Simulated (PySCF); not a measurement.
# CuN⁻: frontier orbitals

CAM-B3LYP at R = 1.851 Å; basis Cu def2-TZVPPD, N def2-TZVPPD; no relativity; PySCF 2.14. State: ⁴Σ⁻ (quartet), unpaired electrons σ ↑, π ↑↑. Only the outer orbitals are listed, counted within each symmetry.

| spin | orbital | occ. | ε (eV) | on Cu (%) | main shells (%) |
| --- | --- | --- | --- | --- | --- |
| α | 4π | 1 | -3.18 | 50 | 50 N p, 47 Cu d |
| α | 4π | 1 | -3.18 | 50 | 50 N p, 47 Cu d |
| α | 9σ | 1 | -2.87 | 70 | 40 Cu d, 33 N p, 28 Cu s |
| α | 10σ | 1 | -0.05 | 88 | 62 Cu s, 22 Cu p, 9 N p |
| α | 5π | 0 | 4.83 | 97 | 95 Cu p |
| α | 5π | 0 | 4.83 | 97 | 95 Cu p |
| β | 1δ | 1 | -3.80 | 100 | 100 Cu d |
| β | 1δ | 1 | -3.80 | 100 | 100 Cu d |
| β | 3π | 1 | -3.79 | 95 | 95 Cu d |
| β | 3π | 1 | -3.79 | 95 | 95 Cu d |
| β | 9σ | 1 | -1.80 | 73 | 57 Cu s, 33 N p, 15 Cu d |
| β | 4π | 0 | 4.05 | 70 | 67 Cu p, 30 N p |
| β | 4π | 0 | 4.05 | 70 | 67 Cu p, 30 N p |
| β | 10σ | 0 | 4.27 | 80 | 39 Cu s, 35 Cu p, 11 N p |

Problem. Which are the highest filled and the lowest empty level, where do they sit, and how wide is the gap?

Solution. Highest filled α 10σ at -0.05 eV (in %: 62 Cu s, 22 Cu p, 9 N p); lowest empty β 4π at 4.05 eV (in %: 67 Cu p, 30 N p); the gap at CAM-B3LYP is 4.10 eV. An empty level above zero is unbound, and its energy depends on the basis.

```json
{
 "bond order (Mayer)": "1.04",
 "⟨S²⟩": "3.775",
 "charge on Cu (Mulliken, basis-dependent)": "-0.75",
 "charge on Cu (Löwdin, basis-dependent)": "-0.57",
 "dipole moment (positive dipole points towards N; it is taken about the centre of mass and depends on that origin)": "-0.19 D",
 "polarisability along the bond": "110.7 bohr³",
 "polarisability across the bond": "97.6 bohr³"
}
```

With d or f electrons several states lie close, and the lowest PBE0 determinant need not be the measured ground state.
